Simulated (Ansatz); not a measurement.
# Strength of the Si–C bond: C2H6GeSi → GeH3(CC) + SiH3

Species: C2H6GeSi `[SiH3]C#[C][GeH3]`, singlet; GeH3(CC), doublet; SiH3 (silyl radical) `[SiH3]`, doublet. 

Shapes, held fixed at every level: PBE0-D4/def2-TZVP. Programs: Ansatz 0.2.0. Electronic energies: no zero-point or thermal term.

| level | kind | ΔE (kJ/mol) |
| --- | --- | --- |
| SPW92/def2-TZVPP | LDA | +583.4 |
| PBE-D4/def2-TZVPP | GGA | +530.3 |
| r2SCAN-D4/def2-TZVPP | meta-GGA | +516.7 |
| B3LYP-D4/def2-TZVPP | global hybrid | +534.3 |
| BHLYP-D4/def2-TZVPP | global hybrid | +535.0 |
| PBE0-D4/def2-TZVPP | global hybrid | +532.0 |
| wB97X-V/def2-TZVPP | range-separated hybrid | +551.6 |
| B2PLYP/def2-TZVPP | double hybrid | +537.2 |

B2PLYP/def2-TZVPP gives ΔE = +537.2 kJ/mol; the levels span +516.7 to +583.4. The median of the levels is +534.6. No measured value is set beside it here. Spin contamination: GeH3(CC) (⟨S²⟩ up to 1.14). Open shells run unrestricted unless RO is named. Relativity is left out for Ge unless named. Correlated rows may include outer-core shells of Ge, which these sets cover unevenly.
